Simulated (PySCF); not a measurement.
## Basis-set dependence of BeC⁺ at CCSD(T)

PySCF, UHF reference; quartet, unpaired electrons σ ↑, π ↑↑; De to Be⁺ + C without counterpoise correction. Frozen cores follow the default of each basis and core potential.

```
        basis     relativity  functions  Re (Å)  ωe (cm⁻¹)  De (eV)  frozen orbitals
jorge-DZP-DKH  spin-free X2C         30   1.600       1097     2.43                1
  aug-pcseg-1  no relativity         36   1.595       1086     2.20                1
  aug-cc-pVDZ  no relativity         46   1.593       1087     2.48                1
```

Question: How does each smaller set differ from the one with most functions, aug-cc-pVDZ?

Answer: jorge-DZP-DKH: +0.7 pm, +0.9 % in ωe, -0.05 eV in De; aug-pcseg-1: +0.2 pm, -0.1 % in ωe, -0.28 eV in De. All at CCSD(T); the set with most functions is neither the basis-set limit nor always the best. The rows treat relativity differently, so the differences are not basis effects alone.

Correlated steps freeze 1 core orbital. Correlated levels converge slowly with the basis: in double zeta they bind strong bonds too weakly, by up to about 1 eV, and carry superposition errors of some tenths. For an ion De counts to the pair picked by the measured ionisation energies or electron affinities, which need not be the lowest pair at this level. The state was picked by a PBE0 search and need not be the measured ground state.
